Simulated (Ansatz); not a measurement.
Geometry optimisation, Ansatz, RKS B3LYP-D4/def2-SVP.

Input:

```yaml
crystal:
  periodic: [false, false, false]
  atoms:
    - { symbol: Ta, position_ang: [0.0, 0.0, 0.0] }
    - { symbol: O, position_ang: [2.37, 0.0, 0.0] }
    - { symbol: H, position_ang: [2.7071, -0.5308, 0.7903] }
    - { symbol: F, position_ang: [0.0, 0.0, 1.93] }
    - { symbol: F, position_ang: [0.0, 0.0, -1.93] }
    - { symbol: F, position_ang: [-0.965, 1.6714, 0.0] }
    - { symbol: F, position_ang: [-0.965, -1.6714, 0.0] }
    - { symbol: H, position_ang: [0.6622, -1.6867, 1.0613] }
    - { symbol: H, position_ang: [1.6714, -1.2751, 0.8023] }
basis:
  gaussian: { orbitals: def2-SVP }
hamiltonian:
  xc: b3lyp
  dispersion: d4
relax:
  f_tol: 0.15
  max_steps: 25
  restrain:
    - { distance: [0, 7], at: 1.8, k: 30.0 }
    - { distance: [8, 1], at: 1.01, k: 30.0 }
    - { distance: [0, 1], at: 3.22, k: 30.0 }
    - { distance: [8, 7], at: 1.86, k: 30.0 }
output:
  orbitals: {}
```

Launched with:

```bash
$ ansatz run input.yaml --threads 4 --pin off --max-ram 5120MiB --backend cpu --events-out ev --progress --plain --runs-dir out
```

Q: Where does it end, and by what steps?

A: The run converged. The restraints hold the end off the free minimum; the threshold counts their pulls, which the force column leaves out. Restrained pairs: Ta1–H8 (2.10 → 1.79 Å), O2–H9 (1.66 → 0.99 Å), Ta1–O2 (2.37 → 3.21 Å), H8–H9 (1.12 → 1.87 Å). After 16 steps the energy has fallen by 2.798 eV (the restraints' own energy left out); F7 moved furthest, 1.39 Å.

| step | energy less start (eV) | largest force component (eV/Å) | accepted |
| --- | --- | --- | --- |
| 0 | 0.0000 | 4.438 | yes |
| 1 | 1.5974 | 4.138 | yes |
| 2 | 2.0374 | 3.830 | yes |
| 3 | 0.7557 | 3.547 | yes |
| 4 | -0.7148 | 2.036 | yes |
| 5 | -1.5202 | 1.237 | yes |
| 6 | -1.9879 | 1.854 | yes |
| 7 | -2.2618 | 1.604 | yes |
| 8 | -2.5135 | 1.113 | yes |
| 9 | -2.6858 | 0.856 | yes |
| 10 | -2.7573 | 0.796 | yes |
| 11 | -2.7862 | 0.740 | yes |
| 12 | -2.7931 | 0.763 | yes |
| 13 | -2.7513 | 1.618 | no |
| 14 | -2.7941 | 0.765 | yes |
| 15 | -2.7968 | 0.775 | yes |
| 16 | -2.7984 | 0.820 | yes |

```xyz
9
Properties=species:S:1:pos:R:3
Ta -0.477 -0.399 0.105
O 2.695 0.006 0.324
H 2.877 0.284 1.235
F -0.268 -0.390 1.985
F -0.299 -0.726 -1.742
F -0.153 1.432 -0.050
F -2.208 -1.079 0.190
H 0.793 -1.656 0.207
H 2.520 -0.963 0.400
```

Time of the run: 40 s on 4 threads of Arm Neoverse V1 (shared host), peak memory 0.29 GiB.
